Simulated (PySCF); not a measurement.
This PySCF input asks for the NMR shieldings of `C([SiH2][Si@H]([SiH2]C)N[SiH3])=O`, C2H13NOSi4; the geometry comes from GFN2-xTB.

```python
import basis_set_exchange as bse
import numpy as np
from pyscf import gto, dft
from pyscf.prop import nmr

atoms = """
C    -0.189525    2.733849    0.851906
Si   -0.531005    1.899496   -0.820806
Si   -0.126370   -0.388889   -0.669244
N    -1.603947   -1.155529   -0.125329
Si   -1.935858   -2.810880    0.248293
Si    1.558061   -1.011201    0.795520
C     2.898052    0.273570    0.310558
O     2.616621    1.259880   -0.331592
H     0.866106    2.669551    1.097171
H    -0.456278    3.786201    0.832039
H    -0.749550    2.267787    1.658648
H     0.274036    2.549437   -1.856719
H    -1.939176    2.200750   -1.166643
H     0.204218   -0.983347   -1.993717
H    -2.434274   -0.616623   -0.312118
H    -2.071369   -3.638793   -0.955441
H    -3.191142   -2.809029    0.998988
H    -0.804863   -3.277585    1.050903
H     1.379358   -0.757550    2.235251
H     2.272969   -2.298435    0.765579
H     3.955017    0.124281    0.614310
"""
names = dict.fromkeys(["C", "Si", "N", "O", "H"], "pcSseg-1")
basis = {el: gto.basis.parse(bse.get_basis(n, elements=[el], fmt="nwchem")) for el, n in names.items()}
mol = gto.M(atom=atoms, basis=basis, charge=0, verbose=0)
mf = dft.RKS(mol, xc="PBE0")
mf.grids.level = 2
mf.grids.alignment = dft.numint.BLKSIZE   # the property module wants whole blocks of grid points
mf.conv_tol = 1e-9
mf.kernel()

calc = nmr.RKS(mf)   # GIAO
C = mf.mo_coeff
Co = C[:, mf.mo_occ > 0]
resp = mf.gen_response(singlet=True, hermi=2)
def vind(x):   # induced exchange potential for any number of trial vectors
    d = np.einsum("pi,xij,qj->xpq", C, 2 * x.reshape(-1, C.shape[1], Co.shape[1]), Co, optimize=True)
    return np.einsum("xpq,pi,qj->xij", resp(d - d.transpose(0, 2, 1)), C, Co, optimize=True).ravel()
mo1, _ = nmr.rhf.solve_mo1(calc, with_cphf=vind)
sigma = calc.kernel(mo1)
for i, s in enumerate(sigma):   # ppm
    w = np.linalg.eigvalsh((s + s.T) / 2)
    print("%2d %-2s iso %8.1f  s11 %8.1f  s22 %8.1f  s33 %8.1f" % (i, mol.atom_pure_symbol(i), w.mean(), *w))
```

Question: What are the results?

Answer: 
```
 0 C  iso    196.1  s11    191.4  s22    196.9  s33    200.1
 1 Si iso    415.6  s11    396.4  s22    404.6  s33    445.8
 2 Si iso    390.2  s11    333.8  s22    362.9  s33    474.0
 3 N  iso    277.4  s11    251.9  s22    262.9  s33    317.5
 4 Si iso    399.2  s11    352.7  s22    374.5  s33    470.3
 5 Si iso    424.1  s11    371.6  s22    414.0  s33    486.6
 6 C  iso    -70.1  s11   -219.7  s22    -89.5  s33     98.8
 7 O  iso   -595.0  s11  -1622.7  s22   -541.6  s33    379.4
 8 H  iso     31.5  s11     26.8  s22     29.7  s33     38.0
 9 H  iso     31.3  s11     26.2  s22     27.9  s33     39.9
10 H  iso     31.6  s11     26.9  s22     29.9  s33     37.9
11 H  iso     27.2  s11     23.6  s22     25.0  s33     33.0
12 H  iso     27.6  s11     24.3  s22     26.0  s33     32.5
13 H  iso     26.3  s11     23.0  s22     24.8  s33     31.0
14 H  iso     32.8  s11     21.7  s22     32.0  s33     44.6
15 H  iso     27.0  s11     23.2  s22     24.8  s33     32.9
16 H  iso     27.0  s11     23.1  s22     25.1  s33     32.7
17 H  iso     27.3  s11     23.4  s22     27.3  s33     31.3
18 H  iso     27.3  s11     24.6  s22     26.3  s33     31.2
19 H  iso     26.9  s11     23.7  s22     25.4  s33     31.8
20 H  iso     19.1  s11     13.3  s22     19.7  s33     24.3
```

These numbers come from an equivalent density-fitted implementation of the same equations, which agrees with the script to about 0.01 ppm for H and up to a few tenths of a ppm for heavy atoms, so last digits may differ.

Question: Turn these shieldings into chemical shifts. Shifts are taken against calculated references (same method and geometry level): ¹³C (σref 186.93), ²⁹Si (σref 349.16), ¹H (σref 31.72) against TMS; ¹⁵N (σref 267.73) vs NH3; ¹⁷O (σref 336.08) against H2O.

Answer: Averaging equivalent atoms: C 6: 257.1; C 0: -9.2; Si 2: -41.1; Si 4: -50.0; Si 1: -66.4; Si 5: -74.9; N 3: -9.7; O 7: 931.0; H 20: 12.62; H 13: 5.44; H 19: 4.78; H 15/16/17: 4.62; H 11: 4.51; H 18: 4.37; H 12: 4.12; H 8/9/10: 0.25; H 14: -1.05 ppm. Unscaled 17O shifts of doubly bonded oxygen tend to come out too high, by tens of ppm or more. Experimental scales use liquid or dissolved standards, which lie at an offset from isolated NH3 (liquid NH3: subtract about 20 ppm) and H2O (liquid H2O: subtract about 36 ppm).

Size and cost of the density-fitted run: 229 basis functions, 89 s wall time on 1 thread of an Arm Neoverse N1, shared host; peak memory 0.97 GiB.
